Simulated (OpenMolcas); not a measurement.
## What dynamic correlation does to the levels of V2+

| Item | Value |
| --- | --- |
| Program | OpenMolcas 26.06 |
| Basis | ANO-RCC-VDZP [5s4p2d1f] |
| Scalar Hamiltonian | DKH2, point nucleus |
| Active space | 3 electrons in 6 orbitals (3d 4s) |
| State averaging | 2S+1 = 4 even, 20 roots; 2S+1 = 2 even, 64 roots |
| Spin-orbit coupling | RASSI with atomic mean-field integrals over the reference wave functions, term energies averaged over their components |

Methods on the same reference wave functions:
A. CASSCF
B. SS-CASPT2, IPEA 0.25 Eh, imaginary shift 0.1 Eh (closed shells correlated: 3s 3p)
C. MS-CASPT2, IPEA 0.25 Eh, imaginary shift 0.1 Eh (closed shells correlated: 3s 3p)

Energies in cm⁻¹ above 3d³ ⁴F_3/2, the measured ground level; measured values from Sugar and Corliss, J. Phys. Chem. Ref. Data 7, 1191 (1978).

| Level | A | B | C | Measured |
| --- | --- | --- | --- | --- |
| 3d³ ⁴F_3/2 | 0.0 | 0.0 | 0.0 | 0.0 |
| 3d³ ⁴F_5/2 | 168 | 169 | 169 | 146 |
| 3d³ ⁴F_7/2 | 398 | 399 | 400 | 342 |
| 3d³ ⁴F_9/2 | 687 | 688 | 688 | 584 |
| 3d³ ²G_7/2 | 13966 | 12300 | 12290 | 11966 |
| 3d³ ²G_9/2 | 14208 | 12540 | 12540 | 12187 |
| 3d³ ⁴P_1/2 | 15395 | 11920 | 11920 | 11514 |
| 3d³ ⁴P_3/2 | 15467 | 11990 | 11990 | 11592 |
| 3d³ ⁴P_5/2 | 15668 | 12190 | 12190 | 11770 |
| 3d³ ²P_1/2 | 18866 | 15960 | 15940 | 15580 |
| 3d³ ²H_9/2 | 18953 | 17870 | 17870 | 16811 |
| 3d³ ²P_3/2 | 18986 | 15960 | 15940 | 15550 |
| 3d³ ²H_11/2 | 19141 | 18060 | 18060 | 16978 |
| 3d³ ²D_3/2(1) | 20644 | 16860 | 16840 | 16330 |
| 3d³ ²D_5/2(1) | 20838 | 16930 | 16920 | 16375 |
| 3d³ ²F_7/2 | 33737 | 29050 | 29050 | 27728 |
| 3d³ ²F_5/2 | 33841 | 29150 | 29150 | 27847 |
| 3d² 4s ⁴F_3/2 | 45493 | 44830 | 44830 | 43942 |
| 3d² 4s ⁴F_5/2 | 45657 | 44990 | 44990 | 44110 |
| 3d² 4s ⁴F_7/2 | 45887 | 45220 | 45220 | 44346 |
| 3d² 4s ⁴F_9/2 | 46183 | 45520 | 45520 | 44647 |
| 3d³ ²D_5/2(2) | 53424 | 44710 | 44720 | 42267 |
| 3d³ ²D_3/2(2) | 53550 | 44840 | 44860 | 42371 |
| 3d² 4s ²F_5/2 | 54227 | 48330 | 48340 | 49328 |

Deviations, from unrounded energies. A percentage is the sum of absolute deviations over the sum of measured energies, with the sign that they share, or ± where signs differ.

```json
{"Against measurement": "mean absolute deviation (cm-1)", "Levels": "23", "A": "3500", "B": "790", "C": "790"}
{"Against measurement": "fine structure of the ground term (%)", "Levels": "3", "A": "+17.0", "B": "+17.3", "C": "+17.3"}
{"Against measurement": "other terms of the ground configuration (%)", "Levels": "15", "A": "+23.5", "B": "+4.5", "C": "+4.5"}
{"Against measurement": "other configurations (%)", "Levels": "5", "A": "+4.9", "B": "±2.0", "C": "±2.0"}
```

B, C lie about equally close to measurement and A furthest from it. The largest miss of C in the table is 3d³ ²D_3/2(2), by +2500 cm-1. The ranking rests on the paired levels alone, and a cruder setting can come out closer through cancelling errors.

Between B and C the level of the table that moves most is 3d³ ²D_3/2(1), by 23 cm-1 (lowest in C, highest in B). Moves below CASPT2's spread within the term are not significant.

The two smallest mean deviations differ by little beside CASPT2's spread within terms, so their order carries little weight.

From A to B the spin-free energies of the other terms of 3d³ shown, above ⁴F, scale by factors of 0.77 to 0.94, as is usual when dynamic correlation screens the repulsion within a d or f shell.

The lowest spin-free term lies below A's lowest term by 0.240 hartree in B, 0.240 hartree in C.

CASPT2 does not keep the components of a term degenerate, so their means are used; among the terms shown or strongly mixed into the levels shown the widest spread is 1900 cm-1 (3d² 4s ²F, C). A single d shell beside an s shell can misplace configurations of different d count against each other. The CASPT2 spread within a term exceeds the gap to the next term for 3d³ ²D(2) and 3d² 4s ⁴F, so the order of their levels is uncertain, and so are names and mixing where such terms share a J (figures for B; the like holds for C). Without dynamic correlation excited terms often stand tens of per cent too high (terms of higher spin than the ground term too low), and those without a measured partner can miss by more than the paired ones (holds for A). Some levels mix across a computed gap that differs much from the measured one, so their mixing is not that of the real levels (holds for A). Computed and measured levels are paired by configuration, term and J; levels that our copy of the source lacks, or whose pairing is in doubt (as where it misses far off the trend of its configuration), stay unpaired and out of the deviations. Levels of configurations outside the active space are missing. The table leaves out levels that lie high or whose names do not pair safely across all columns.

A number in round brackets counts repeated terms of one configuration in the order of the reference energies.
